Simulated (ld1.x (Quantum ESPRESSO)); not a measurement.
## antimony (Sb), TM: configuration errors across variants

ld1.x (Quantum ESPRESSO) 7.5 input, shortened:

```
&input
   title='Sb', zed=51., rel=1, dft='PZ', iswitch=3,
   config='[Kr] 4d10 5s2 5p3 5d-2'
 /
 &inputp
   pseudotype=2, tm=.true., lloc=-2, rcloc=1.55,
   nlcc=.true., new_core_ps=.true., rcore=0.90
 /
3
5S  1  0   2.00   0.00  2.00  2.00  0.0
5P  2  1   3.00   0.00  1.65  1.65  0.0
5D  3  2  -2.00   0.05  1.60  1.60  0.0
 &test
   configts(1)='5s2 5p3'
 /
```

All-electron excitation energies from the reference (eV): (1) 5s2 5p2 8.521; (2) 5s2 5p1 24.774; (3) 5s2 5p0 49.559; (4) 5s2 5p2.5 3.355; (5) 5s1 5p3 17.339; (6) 5s1 5p4 8.209; (7) 5s0 5p5 16.646; (8) 5s2 5p3 spin -1.092; (9) 5s2 5p2 spin 7.930.

Spin tests fill each open shell by Hund’s rule, majority spin first.

Tests that are not counted but printed errors over 1 eV. “wave 5p (bound): rc 1.65 bohr becomes 5p (bound): rc 1.20 bohr”: 5s1 5p4 (solver errors, printed error -85.0 eV); 5s0 5p5 (solver errors, printed error -68.3 eV).

1 further variants failed, have other tests or too few solved ones, and are left out.

A true bound ghost makes a file unfit for plane-wave use even where its test errors are small: the radial tests pick states by their node count and pass the ghost by.

Errors AE − PS in meV (a dash: test not solved or not reliable):

```csv
change,(1),(2),(3),(4),(5),(6),(7),(8),(9),bound ghosts
base,-1.2,-16,-101,-0.3,-5.8,-4.8,-16,-7.4,-9.3,d
wave 5p (bound): rc 1.65 bohr becomes 5p (bound): rc 1.20 bohr,-11,-90,-375,-2.0,-43,–,–,+48,+21,not determined
wave 5p (bound): rc 1.65 bohr becomes 5p (bound): rc 1.40 bohr,-2.9,-32,-174,-0.5,-18,-21,-90,-2.9,-7.8,"p, d"
wave 5p (bound): rc 1.65 bohr becomes 5p (bound): rc 1.52 bohr,-1.3,-19,-123,-0.3,-8.4,-9.4,-38,-7.3,-9.6,d
wave 5p (bound): rc 1.65 bohr becomes 5p (bound): rc 1.90 bohr,-2.4,-19,-91,-0.6,-12,-6.9,-27,-2.6,-6.3,d
wave 5p (bound): rc 1.65 bohr becomes 5p (bound): rc 2.00 bohr,-2.6,-19,-90,-0.7,-14,-8.0,-32,-0.9,-5.3,d
wave 5p (bound): rc 1.65 bohr becomes 5p (bound): rc 2.14 bohr,-2.7,-20,-88,-0.7,-15,-8.9,-36,+0.6,-4.3,d
wave 5p (bound): rc 1.65 bohr becomes 5p (bound): rc 2.36 bohr,-2.7,-20,-89,-0.7,-14,-8.5,-34,-0.2,-4.9,d
wave 5p (bound): rc 1.65 bohr becomes 5p (bound): rc 2.48 bohr,-2.7,-20,-94,-0.7,-13,-7.4,-30,-2.2,-6.2,d
```

(1) Give the same row for: wave 5p (bound): rc 1.65 bohr becomes 5p (bound): rc 1.70 bohr.

Results:

(1) -1.4, -17, -98, -0.4, -6.3, -4.6, -15, -6.8, -9.0; bound ghosts: d.
